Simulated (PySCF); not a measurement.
SMILES CS[CH2][GeH3] (C₂H₈GeS) at its GFN2-xTB optimised geometry (Å):

```
12

C      2.3190    -0.2159    -1.5729
S      2.0163    -1.0617     0.0000
C      0.1975    -1.0617     0.0000
Ge    -0.6088     0.7442     0.0000
H      1.8133    -0.7503    -2.3730
H      1.9653     0.8119    -1.5116
H      3.3917    -0.2310    -1.7354
H     -0.1416    -1.6638    -0.8441
H     -0.0776    -1.5847     0.9154
H     -0.6547     1.3285    -1.3765
H      0.1709     1.6638     0.8766
H     -2.0163     0.6699     0.4937
```

Level of theory: PySCF with PBE0/def2-TZVP.

Map of the HOMO−1 amplitude (bohr^(-3/2)) on the plane z = 0.6 Å; orbital energy -8.60 eV, overall sign arbitrary:

```
|3333333333333333333333333|
|3333333222333333333333333|
|3333322222223333333333333|
|3333222222222333333333333|
|3332222222222333333333333|
|3322222222223333333333333|
|3222222222223333333333333|
|3222222222223333333333333|
|2222222212223333333333333|
|2222221112233333333333333|
|2222221012334333333333333|
|2222221122344433333333333|
|3222222223444433344443333|
|3222222233444323456654333|
|3322222333443212478864333|
|3332233333332002479965433|
|3333333333320002478864333|
|3333333333221112356654333|
|3333333332222122344443333|
|3333333332222222333333333|
|3333333332222223333333333|
|3333333333222223333333333|
|3333333333222223333333333|
|3333333333333333333333333|
|3333333333333333333333333|
```
Scale: ten equal steps from -0.092 (start of '0') to 0.211 (end of '9'), in the order '0123456789'; x runs from -4.50 to 4.50, y from -4.50 (bottom) to 4.50 (top).
